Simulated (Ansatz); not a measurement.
Ansatz results at the PBE0-D4/def2-TZVP geometry: size of the dipole moment (PBE/def2-TZVPP) 2.27 D; ideal-gas entropy at 298 K and 1 bar (rigid rotor, harmonic PBE0-D4/def2-TZVP) 375 J/(mol·K); size of the dipole moment (B3LYP/def2-TZVPP) 2.43 D.

Each molecule was computed in one conformer, which needn't be the lowest.

Q: Which molecule gave them?
A. `Cl[Si](Cl)[SeH]`•
B. `C[O][Al][SH]`•
C. `[SH][Sn]([Cl])[Cl]`•
D. `C#[C][Sn]([F])[F]`•

A: C. The others give `C#[C][Sn]([F])[F]`•: 3.45, 358, 3.71; `C[O][Al][SH]`•: 0.33, 353, 0.46; `Cl[Si](Cl)[SeH]`•: 1.16, 355, 1.24.

B3LYP here is the variant with VWN-RPA as its local correlation; programs differ in this.
